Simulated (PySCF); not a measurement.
Cl$_{2}$Co (SMILES [Cl][Co][Cl]), quartet, geometry from GFN2-xTB (such geometries of metal compounds can be far from the true shape), with bond 2-1 at 1.8 times its length; PySCF with CASSCF(3,5)/def2-SVP.

Here is a job for PySCF.
```python
from pyscf import gto, scf, mcscf
import numpy

mol = gto.M(
    atom='''
Co    0.00000000    0.00000000    0.00000000
Cl    0.00000000    0.00000000   -3.50460538
Cl    0.00000000    0.00000000    1.94700299
''',
    basis='def2-svp',
    spin=3,
    verbose=4,
)

mf = scf.ROHF(mol)
mf.kernel()
mc = mcscf.CASSCF(mf, 5, 3)
mc.fix_spin_(ss=3.75)
mc.kernel()
occ = numpy.linalg.eigvalsh(mc.fcisolver.make_rdm1(mc.ci, mc.ncas, mc.nelecas))[::-1]
ss = mc.fcisolver.spin_square(mc.ci, mc.ncas, mc.nelecas)[0]
print('natural occupations', occ.round(4), ' <S^2>', round(ss, 4))
```

Problem. Predict the main parts of the log of this PySCF run.

Solution. 
```
PySCF version 2.14.0

[INPUT] verbose = 4
[INPUT] num. atoms = 3
[INPUT] num. electrons = 61
[INPUT] charge = 0
[INPUT] spin (= nelec alpha-beta = 2S) = 3
[INPUT] symmetry False subgroup None
[INPUT] Mole.unit = angstrom
[INPUT] Symbol           X                Y                Z      unit          X                Y                Z       unit  Magmom
[...]
nuclear repulsion = 222.111203093381
number of shells = 27
number of NR pGTOs = 145
number of NR cGTOs = 67
basis = def2-svp
ecp = {}

******** <class 'pyscf.scf.rohf.ROHF'> ********
method = ROHF
initial guess = minao
damping factor = 0
level_shift factor = 0
DIIS = <class 'pyscf.scf.diis.CDIIS'>
diis_start_cycle = 1
diis_space = 8
diis_damp = 0
SCF conv_tol = 1e-09
SCF conv_tol_grad = None
SCF max_cycles = 50
direct_scf = True
direct_scf_tol = 1e-13
num. doubly occ = 29  num. singly occ = 3
Set gradient conv threshold to 3.16228e-05
init E= -2298.47850472176
[...]
cycle= 1 E= -2295.80790666212  delta_E= 2.67  |g|= 3.78  |ddm|= 4.22
[...]
cycle= 2 E= -2284.44921001459  delta_E= 11.4  |g|= 5.12  |ddm|= 6.11

WARN: HOMO 0.45445102087052 >= LUMO -0.14717081169959

cycle= 3 E= -2289.32715808642  delta_E= -4.88  |g|= 3.44  |ddm|= 5.14
[...]
cycle= 4 E= -2299.5677953952  delta_E= -10.2  |g|= 0.818  |ddm|= 2.26
[...]
cycle= 5 E= -2299.73195050847  delta_E= -0.164  |g|= 0.621  |ddm|= 0.87
[...]
cycle= 6 E= -2299.80521600281  delta_E= -0.0733  |g|= 0.472  |ddm|= 0.362
[...]
cycle= 7 E= -2299.83312200444  delta_E= -0.0279  |g|= 0.392  |ddm|= 0.431
[...]
cycle= 8 E= -2299.84429658988  delta_E= -0.0112  |g|= 0.349  |ddm|= 0.207
[...]
cycle= 9 E= -2299.84763369343  delta_E= -0.00334  |g|= 0.326  |ddm|= 0.18
[...]
cycle= 10 E= -2299.85208779962  delta_E= -0.00445  |g|= 0.278  |ddm|= 0.272
[...]
cycle= 11 E= -2299.45248576728  delta_E=  0.4  |g|= 1.15  |ddm|= 1.24
[...]
cycle= 12 E= -2299.46614607616  delta_E= -0.0137  |g|= 1.12  |ddm|= 0.0807
[...]
cycle= 13 E= -2299.44744533106  delta_E= 0.0187  |g|= 1.14  |ddm|= 0.0388
[...]
cycle= 14 E= -2299.56556330223  delta_E= -0.118  |g|= 0.986  |ddm|= 0.173
[...]
cycle= 15 E= -2299.61997788595  delta_E= -0.0544  |g|= 0.903  |ddm|= 0.0933
[...]
cycle= 16 E= -2299.57278861833  delta_E= 0.0472  |g|= 0.944  |ddm|= 0.173
[...]
cycle= 17 E= -2299.719411627  delta_E= -0.147  |g|= 0.685  |ddm|= 0.245
[...]
cycle= 18 E= -2299.67385726178  delta_E= 0.0456  |g|= 0.763  |ddm|= 0.119
[...]
cycle= 19 E= -2299.77808125105  delta_E= -0.104  |g|= 0.225  |ddm|= 0.768
[...]
[...]
SCF not converged.
[...]
with_dep4 0
natorb = False
canonicalization = True
sorting_mo_energy = False
ao2mo_level = 2
internal_rotation = False
******** <class 'pyscf.fci.addons.SpinPenaltyFCISolver'> ********
max. cycles = 50
conv_tol = 1e-08
davidson only = True
linear dependence = 1e-12
level shift = 0.001
max iter space = 12
nroots = 1
pspace_size = 400
spin = None
CASCI E = -2299.83121552853  S^2 = 3.7500000
Set conv_tol_grad to 0.000316228
macro iter   1 ( 19 JK    4 micro), CASSCF E = -2299.83341356466  dE = -2.19803613e-03  S^2 = 3.7500000
               |grad[o]|=0.0373  |grad[c]|=0.00244  |ddm|=0.00109  |maxRot[o]|=0.123
macro iter   2 ( 21 JK    4 micro), CASSCF E = -2299.83411617646  dE = -7.02611806e-04  S^2 = 3.7500000
               |grad[o]|=0.00183  |grad[c]|=0.00559  |ddm|=0.0097  |maxRot[o]|=0.314
macro iter   3 ( 21 JK    4 micro), CASSCF E = -2299.83595626347  dE = -1.84008700e-03  S^2 = 3.7500000
               |grad[o]|=0.00731  |grad[c]|=0.00497  |ddm|=0.0062  |maxRot[o]|=0.314
macro iter   4 ( 21 JK    4 micro), CASSCF E = -2299.83764632954  dE = -1.69006607e-03  S^2 = 3.7500000
               |grad[o]|=0.0109  |grad[c]|=0.00238  |ddm|=0.00265  |maxRot[o]|=0.314
macro iter   5 ( 21 JK    4 micro), CASSCF E = -2299.83840484020  dE = -7.58510661e-04  S^2 = 3.7500000
               |grad[o]|=0.00798  |grad[c]|=0.000866  |ddm|=0.00263  |maxRot[o]|=0.314
macro iter   6 ( 13 JK    4 micro), CASSCF E = -2299.83847908792  dE = -7.42477191e-05  S^2 = 3.7500000
               |grad[o]|=0.00353  |grad[c]|=0.00115  |ddm|=0.00559  |maxRot[o]|=0.132
macro iter   7 (  9 JK    4 micro), CASSCF E = -2299.83848160133  dE = -2.51341271e-06  S^2 = 3.7500000
               |grad[o]|=0.00122  |grad[c]|=0.000364  |ddm|=0.00254  |maxRot[o]|=0.00387
macro iter   8 (  3 JK    1 micro), CASSCF E = -2299.83848170716  dE = -1.05828803e-07  S^2 = 3.7500000
               |grad[o]|=0.000368  |grad[c]|=0.000193  |ddm|=0.000292  |maxRot[o]|=0.00045
macro iter   9 (  3 JK    1 micro), CASSCF E = -2299.83848176104  dE = -5.38848326e-08  S^2 = 3.7500000
               |grad[o]|=0.000251  |grad[c]|=0.000146  |ddm|=0.000221  |maxRot[o]|=0.000283
1-step CASSCF converged in   9 macro (131 JK  30 micro) steps
CASSCF canonicalization
Density matrix diagonal elements [1.         0.99595526 0.99761066 0.00397402 0.00246006]
CASSCF energy = -2299.83848176104
CASCI E = -2299.83848176104  E(CI) = -2.54375494435499  S^2 = 3.7500000
natural occupations [1.     0.9976 0.9976 0.0024 0.0024]  <S^2> 3.75
```

Convergence was not reached.
